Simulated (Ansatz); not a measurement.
One change: `C[Se][Sn]([CH3])([F])[Cl]` becomes `[CH3][Sn]([F])([F])[Cl]`.

Ansatz, PBE0-D4/def2-TZVP geometries, multiplicity 1. Each molecule was computed in one conformer, which needn't be the lowest.

Elements past krypton have def2 core potentials. Scalar relativity is left out up to krypton.

```tsv
property	`C[Se][Sn]([CH3])([F])[Cl]`
LUMO energy (PBE0/def2-TZVPP) / eV	-1.54
HOMO–LUMO gap (PBE/def2-TZVPP) / eV	3.50
size of the dipole moment (B3LYP/def2-TZVPP) / D	2.44
HOMO–LUMO gap (PBE0/def2-TZVPP) / eV	5.56
LUMO energy (ωB97M-V/def2-TZVPP) / eV	0.39
size of the dipole moment (ωB97M-V/def2-TZVPP) / D	2.40
```

Question: Give the same properties after the change, and the shifts. (An estimate is asked.)

Answer: Computed: 
```tsv
property	`[CH3][Sn]([F])([F])[Cl]`	shift
LUMO energy (PBE0/def2-TZVPP) / eV	-1.83	-0.29
HOMO–LUMO gap (PBE/def2-TZVPP) / eV	5.27	1.77
size of the dipole moment (B3LYP/def2-TZVPP) / D	4.22	1.78
HOMO–LUMO gap (PBE0/def2-TZVPP) / eV	7.68	2.12
LUMO energy (ωB97M-V/def2-TZVPP) / eV	0.20	-0.19
size of the dipole moment (ωB97M-V/def2-TZVPP) / D	4.18	1.78
```

With PBE0 the HOMO falls by 2.41 eV and the LUMO falls by 0.29 eV, so the gap widens by about 2.12 eV. PBE moves the HOMO by -2.15 eV and ωB97M-V by -2.48 eV. Dipoles are sizes alone; their direction can turn.

B3LYP here is the variant with VWN-RPA as its local correlation; programs differ in this.

Spin–orbit coupling is left out; it splits and shifts lone-pair levels of the heavy atoms by tenths of an eV.
